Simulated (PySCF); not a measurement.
Input file for PySCF: R-HF/STO-3G on BClH4Si (SMILES [SiH3]BCl), a point of a torsion scan.

```python
from pyscf import gto, scf, dft, mp
from pyscf.data.elements import chemcore

mol = gto.M(
    atom='''
    Si   -0.83555697    0.00872588    0.04816388
    B     1.03864156    0.58090014   -0.21911270
    Cl    1.95908487    1.15527380    1.08443607
    H    -1.58879911    0.87276877    0.96543843
    H    -1.61404700   -0.03233148   -1.19606816
    H    -0.91579596   -1.34674944    0.61175924
    H     1.59942344    0.53362789   -1.25371017
    ''',
    basis='sto-3g',
    charge=0, spin=0, verbose=3, max_memory=1800)
mf = scf.RHF(mol)
mf.conv_tol = 1e-8
mf.max_cycle = 100
mf.kernel()
if not mf.converged:
    mf = mf.newton().run(mf.mo_coeff, mf.mo_occ)
```

Q: Give the final energy of this run.

A: -766.9035 hartree.
